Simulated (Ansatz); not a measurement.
Two isomers of FH5O3Si2: A = `O[SiH](O)[SiH](O)F`, B = `O[SiH](O)O[SiH2]F`.

Program: Ansatz. Geometries: PBE0-D4/def2-TZVP. ΔE: electronic, gas phase. CBS: MP2 limit from def2 TZ/QZ plus the TZ coupled-cluster correction, frozen cores. Functionals use def2-TZVPP. B3LYP here is the variant with VWN-RPA as its local correlation; programs differ in this. One conformer a species, not always the lowest.

Q: Which is lower in electronic energy at CCSD(T)/CBS, and by how much? (Best estimate.)

A: The calculation gave: B, by 160.4 kJ/mol.

Q: Give E(B) − E(A) in kJ/mol with B3LYP-D4, CCSD(T)/def2-TZVPP, B2PLYP, CCSD(T)/def2-SVP, PBE-D4, PBE0-D4, ωB97M-V. (Best estimate.)

A: Ansatz gave: B3LYP-D4 -154.0, CCSD(T)/def2-TZVPP -161.6, B2PLYP -161.6, CCSD(T)/def2-SVP -156.5, PBE-D4 -125.7, PBE0-D4 -140.3, ωB97M-V -158.9. None reverses the order clearly.

Largest T1 diagnostic: 0.013.

Leaving LDA and LC-ωPBE aside and taking each functional with its dispersion term where it has one, the values, not all of them listed here, spread over 44.4 kJ/mol, from BHLYP-D4 to PBE-D4. LDA lies −4.6 kJ/mol from PBE without D4. In def2-TZVPP, CCSD(T) changes the Hartree–Fock value by +30.0 kJ/mol (the triples alone add +4.7 kJ/mol) and MP2 by +24.3 kJ/mol.
